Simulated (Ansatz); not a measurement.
Two isomers of CH4BNO: A = `B1NCO1`, B = `OB1CN1`.

Computed with Ansatz on PBE0-D4/def2-TZVP structures; ΔE is electronic, products minus reactants. CCSD(T)/CBS adds triple-zeta CCSD(T) − MP2 to the extrapolated MP2 energy (def2 sets, frozen cores). Functionals use def2-TZVPP. B3LYP here is the variant with VWN-RPA as its local correlation; programs differ in this. One conformer a species, not always the lowest.

Q: Which is lower in electronic energy at CCSD(T)/CBS, and by how much? (Best estimate.)

A: Computed: A, by 6.1 kcal/mol.

Q: Give E(B) − E(A) in kcal/mol with CCSD(T)/def2-TZVPP, PBE-D4, CCSD(T)/def2-SVP, MP2/def2-TZVPP, ωB97M-V, B3LYP, BLYP-D4. (Best estimate.)

A: The calculation gave: CCSD(T)/def2-TZVPP 6.5, PBE-D4 4.3, CCSD(T)/def2-SVP 6.9, MP2/def2-TZVPP 5.4, ωB97M-V 5.3, B3LYP 4.5, BLYP-D4 4.2. None reverses the order clearly.

Q: Does the order hold for the free energy at 298.15 K (harmonic terms from PBE0-D4)? (Estimate.)

A: Computed: Yes: G(B) − G(A) = +6.0 kcal/mol, for one conformer each.

Largest T1 diagnostic: 0.014.

At CCSD(T), def2-SVP lies +0.8 kcal/mol from the extrapolated value and def2-TZVPP +0.4 kcal/mol. From BLYP to BHLYP (50 % exact exchange), in def2-TZVPP and without D4, E(B) − E(A) moves by +2.2 kcal/mol.
